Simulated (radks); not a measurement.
Fractional charge and spin in the 5d shell of bismuth: the spin-up occupation runs from 4 to 5 and the spin-down occupation from 4 to 5; the fullest corner is Bi3+, [Xe] 4f14 6s2 5d(up 5, down 5). Calculated with a radial shooting solver on a logarithmic mesh with Libxc functionals: scalar-relativistic Kohn-Sham, BLYP, spin-polarised, spherical densities, point nucleus. Energy (eV) minus the two flat planes that join the four corners (they meet along the diagonal where the two added fractions sum to one electron); zero is where a piecewise linear energy would lie.

down \ up,4,4.5,5
4,0.000,-2.088,0.000
4.5,-2.088,0.192,-1.980
5,0.000,-1.980,0.000

Corners above the fullest one (they belong to Bi4+ and the next ion): (up 5, down 4) 62.403 eV, (up 4, down 5) 62.403 eV, (up 4, down 4) 141.85 eV. With half an added electron in each spin the energy lies 0.192 eV from the planes, and with half an added electron in spin up alone -2.088 eV. The planes are only a guide here: the flat-plane condition holds for ground states with one frontier orbital, while this shell lies below other occupied shells, so the corners above the fullest one are inner-hole states and not the ground states of those ions.
